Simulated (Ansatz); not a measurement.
Molecule: difluoro(diiodo)silane, sum formula SiI2F2, net charge 0, singlet state. 
Geometry from a B3LYP-D3(BJ)/def2-TZVP (Ansatz, a first-principles code) optimisation:
```
Si
F 1 1.5839
F 1 1.5839 2 106.82
I 1 2.4180 2 109.00 3 -117.64
I 1 2.4180 2 109.00 3 117.64
```
Charge 0, spin multiplicity 1.

Property: vertical electron affinity (to the doublet state of charge -1; a negative value means that the extra electron is unbound and the number depends on the basis; each state is the SCF solution reached for its spin; for the doublet the Hartree-Fock reference is unstable and T1 is 0.072), in eV. Correlated levels leave the core frozen unless marked. UHF or UKS for open shells. No spin-orbit coupling. The frozen core is the preceding noble-gas configuration, with the filled d and f shells of earlier blocks. In def2 rows, elements after Kr have scalar-relativistic effective core potentials. Anions need diffuse functions: def2-D sets add few. CBS marks a two-point X^-3 extrapolation of the correlation energy; Hartree-Fock from the larger set. The bracket is a focal-point correction in the basis named.

| level | program | vertical electron affinity (eV) | minus last row |
|---|---|---|---|
| B3LYP/def2-TZVPD | Ansatz | 0.39 | 0.76 |
| wB97M-V/def2-TZVPD | Ansatz | 0.09 | 0.46 |
| wB97X/def2-TZVPD | Ansatz | 0.00 | 0.37 |
| MP2/def2-SVPD | Ansatz | -0.10 | 0.27 |
| RI-MP2/CBS(def2-TZVPPD,def2-QZVPPD) | Ansatz | -0.38 | -0.01 |
| CCSD(T)/def2-TZVPPD | Ansatz | -0.02 | 0.35 |
| RI-MP2/CBS(def2-TZVPPD,def2-QZVPPD)+[CCSD(T)-MP2]/def2-TZVPPD | Ansatz | -0.37 | 0.00 |
